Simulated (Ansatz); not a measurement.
H3Cl3OSiTi, charge -1, doublet, geometry from GFN2-xTB (such geometries of metal compounds can be far from the true shape) (the multiplicity is a formal guess) (a gas-phase anion, which may not be bound at this level); PBE/6-31G** run with Ansatz (a program for electronic structure).

Input for Ansatz:
Ansatz 0.2 input:
```yaml
crystal:
  periodic: [false, false, false]
  atoms:
    - {symbol: Ti, position_ang: [-0.11069724, 0.32179312, 0.06128538]}
    - {symbol: Cl, position_ang: [-0.70478504, 2.38499021, 0.56127058]}
    - {symbol: Cl, position_ang: [0.45471247, -0.47882559, 2.04516136]}
    - {symbol: Cl, position_ang: [-1.99350398, -0.51031343, -0.75586738]}
    - {symbol: O, position_ang: [1.17690581, -0.21124806, -1.06478308]}
    - {symbol: Si, position_ang: [1.79432441, -1.63489588, -1.40589071]}
    - {symbol: H, position_ang: [2.92879206, -1.92522186, -0.50233558]}
    - {symbol: H, position_ang: [2.29855010, -1.56440435, -2.79422244]}
    - {symbol: H, position_ang: [0.81301047, -2.74076625, -1.31058305]}
basis:
  gaussian:
    orbitals: 6-31G__.json
    fitting: {mean_field: def2-universal-JKFIT}
hamiltonian:
  xc: pbe
total_charge: -1
magnetization: {spin_polarized: true, initial_magnetization: 1}
```
The basis file holds 6-31G** in the JSON format of the Basis Set Exchange.

Predict the main parts of the log of this Ansatz run.


```
Functional definition: PBE
907 factors; integrals over basis functions are off by at most 3.3e-1 eV
mean field evaluation 1: about -70631.8715 eV, gradient 3.0e1 eV
mean field evaluation 2: about -70577.1436 eV, gradient 1.3e2 eV
mean field evaluation 4: about -70630.3124 eV, gradient 3.3e1 eV
mean field evaluation 8: about -70635.2439 eV, gradient 2.4e-3 eV
mean field evaluation 16: about -70629.5721 eV, gradient 2.3e1 eV
mean field evaluation 32: about -70634.6774 eV, gradient 1.8e0 eV
mean field -70635.24385994 eV, -2595.7973335650 hartree, gradient 1.4e-5 eV, S^2 0.752616; 8 other end points of the search recorded, 0 dependent functions left out
reference -70635.24393058 eV, -2595.7973361609 hartree; 50, 49 occupied and 92, 93 virtual orbitals, 907 factors
Total energy: -70635.24393058 eV, -2595.7973361609 hartree
```
